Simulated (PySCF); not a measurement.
C3H3BrClF, SMILES Br/C(=C(/F)Cl)C. Geometry: B3LYP-D3(BJ)/def2-SVP. The structure was generated by enumeration; whether it is a known compound was not checked.

Calculation: B3LYP-D3(BJ)/def2-SVP (PySCF 2.14.0).

Harmonic wavenumbers (cm⁻¹): 131, 155, 166, 295, 301, 358, 417, 516, 556, 821, 1044, 1048, 1112, 1203, 1396, 1449, 1454, 1731, 3035, 3107, 3149. Rotational constants (GHz): 2.626, 1.247, 0.8502; symmetry number 1.

### Question
Work out the zero-point energy and the ideal-gas rigid-rotor harmonic-oscillator thermochemistry at 298.15 K and 1 atm.

### Answer
ZPE = ½ Σ hcν = ½ × 23445 cm⁻¹ = 33.52 kcal/mol. H − E(el) = 38.40 kcal/mol. Entropy in cal/(mol K): translation 41.36, rotation 29.14, vibration 14.56, total 85.06. G − E(el) = 13.05 kcal/mol. Cp = 24.41 cal/(mol K). Modes under 150 cm⁻¹ make the vibrational entropy uncertain.
